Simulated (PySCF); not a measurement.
Input for PySCF: U-B3LYP/LANL2DZ on GeH4O2 (SMILES [OH][GeH2][OH]), a point of a bond scan (R = 1.840 Å).

```python
from pyscf import gto, scf, dft, mp
from pyscf.data.elements import chemcore

mol = gto.M(
    atom='''
    Ge    0.33883789   -0.06566271    0.00759659
    O    -0.42944079    1.43257692    0.60497347
    O    -0.90669806   -1.17364928   -0.63492907
    H     1.16425040   -0.75238949    1.50239142
    H     1.24372147    0.19795820   -1.20235759
    H    -0.88342978    1.92366099   -0.08771759
    H    -1.54067496   -1.45389864    0.03337031
    ''',
    basis='lanl2dz',
    ecp={'Ge': 'lanl2dz'},
    charge=0, spin=0, verbose=3, max_memory=1800)
mf = dft.UKS(mol, xc='b3lyp')
mf.conv_tol = 1e-8
mf.max_cycle = 100
mf.init_guess_breaksym = True
mf.kernel()
if not mf.converged:
    mf = mf.newton().run(mf.mo_coeff, mf.mo_occ)
for _ in range(4):
    mo, _, stable, _ = mf.stability(return_status=True)
    if stable:
        break
    mf.kernel(mf.make_rdm1(mo, mf.mo_occ))
```

It printed:

```
converged SCF energy = -156.629232442969  <S^2> = 2.5012312e-09  2S+1 = 1
<class 'pyscf.dft.uks.UKS'> wavefunction is stable in the internal stability analysis
```

The run converged.

Cost: roughly 50 core-seconds.
